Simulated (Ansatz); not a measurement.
Harmonic frequencies (cm⁻¹) at PBE0-D4/def2-TZVP from Ansatz: 69, 91, 106, 183, 210, 247, 320, 477, 504, 565, 698, 850, 918, 1012, 1085, 1087, 1117, 1148, 1165, 1181, 1254, 1273, 1328, 1349, 1396, 1416, 1427, 1431, 1510, 1511, 3066, 3072, 3082, 3111, 3132, 3134.

Each molecule was computed in one conformer, which needn't be the lowest.

Problem. Which molecule is it?
A. `C[C@H](F)[C@H](F)C(F)F`
B. `FCC(CF)C(F)F`
C. `FC(F)CCC(F)F`
D. `CC(F)(F)CC(F)F`

Solution. B.
